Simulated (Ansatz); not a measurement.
Species: SiHICl, charge 0, doublet. SiHICl (SMILES Cl[SiH]I, doublet).
B3LYP-D3(BJ)/def2-TZVP minimum from Ansatz (a first-principles code):
```
Si
H 1 1.4876
Cl 1 2.0659 2 106.85
I 1 2.4570 2 108.07 3 119.89
```
Charge 0, spin multiplicity 2.

Atomisation energy term by term, kcal/mol (programs: Ansatz). Radicals and triplets start from unrestricted determinants; spin-orbit coupling is neglected. Correlated methods leave the cores frozen (noble-gas shells, and filled d and f shells in the p block). Past Kr the def2 sets carry scalar-relativistic core potentials. CBS(X,Y): correlation extrapolated as X^-3, Hartree-Fock from the larger set. A bracket is a step between two methods taken in the basis named. Where a partner has so few electrons that a lower coupled-cluster level is exact, that level stands in. Spin-orbit terms, left out, reach several kcal/mol for Br and I, and more for heavier atoms.

```json
[
 {"term": "Hartree-Fock", "basis": "def2-QZVPP", "kcal/mol": "168.85"},
 {"term": "CCSD correlation", "basis": "CBS(def2-TZVPP,def2-QZVPP)", "kcal/mol": "56.74"},
 {"term": "(T)", "basis": "CBS(def2-TZVPP,def2-QZVPP)", "kcal/mol": "6.22"},
 {"term": "CCSDT(Q) - CCSD(T)", "basis": "def2-SVP", "kcal/mol": "0.44"},
 {"term": "sum: De", "basis": "", "kcal/mol": "232.3"}
]
```
